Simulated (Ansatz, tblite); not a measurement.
Spin states of the cluster Sn₄⁺ (the lowest doublet isomer of a short search), each relaxed with B3LYP-D4/def2-SVP in Ansatz. Electronic energies in the gas phase.

In the def2 sets Sn takes a core potential; there is no spin–orbit coupling. The xTB rows come from tblite. Correlated methods freeze 16 core orbitals; core or outer-core shells of Sn are correlated, in sets that lack core-valence functions. The rows differ in basis, and correlated rows in double-zeta sets carry the largest basis error. In CCSD on the charge 1 quartet the largest single amplitude is 0.20, so its Hartree–Fock determinant may place the open shell otherwise than the density functionals do. The structure comes from a short search, and lower isomers may exist.

Doublet geometry (D2h within 0.1 Å):

```xyz
4

Sn    0.460    1.275    0.535
Sn    2.409   -0.665   -0.484
Sn   -2.409    0.665    0.484
Sn   -0.460   -1.275   -0.535
```

Quartet geometry (C2h within 0.1 Å):

```xyz
4

Sn    1.477   -0.128   -0.872
Sn    0.304    2.377   -0.065
Sn   -0.304   -2.377    0.065
Sn   -1.477    0.128    0.872
```

⟨S²⟩: doublet 0.76 at PBE0-D4/def2-TZVP (pure 0.75), quartet 3.76 at PBE0-D4/def2-TZVP (pure 3.75).

Run but left out: HF/STO-3G, HF/def2-TZVP, MP2/def2-SVP, MP2/def2-TZVP (doublet: ⟨S²⟩ 1.00 to 1.71, where a pure state has 0.75); HF/def2-SVP (quartet: ⟨S²⟩ 4.14, where a pure state has 3.75).

Only these spin states were relaxed. The quartet has other bonds than the doublet, so the gap mixes isomer and spin.

| level | quartet − doublet (kJ/mol) | lowest of these | remarks |
| --- | --- | --- | --- |
| GFN1-xTB | 174.1 | doublet | – |
| PBE-D4/def2-TZVP | 84.5 | doublet | – |
| PBE-QIDH/def2-TZVP | 96.0 | doublet | – |
| CCSD/def2-SVP | 80.8 | doublet | spin-contaminated (⟨S²⟩ 1.00) (doublet), spin-contaminated (⟨S²⟩ 4.14) (quartet) |
| CCSD(T)/def2-SVP | 89.1 | doublet | spin-contaminated (⟨S²⟩ 1.00) (doublet), spin-contaminated (⟨S²⟩ 4.14) (quartet) |

(1) Estimate the rows for GFN2-xTB, r2SCAN-D4/def2-TZVP, PBE0-D4/def2-TZVP, ωB97M-V/def2-TZVP.

Results:

(1) 
| level | quartet − doublet (kJ/mol) | lowest of these |
| --- | --- | --- |
| GFN2-xTB | 126.2 | doublet |
| r2SCAN-D4/def2-TZVP | 79.4 | doublet |
| PBE0-D4/def2-TZVP | 81.8 | doublet |
| ωB97M-V/def2-TZVP | 85.9 | doublet |

The xTB methods have no term that favours high spin, so they put low spin too low.
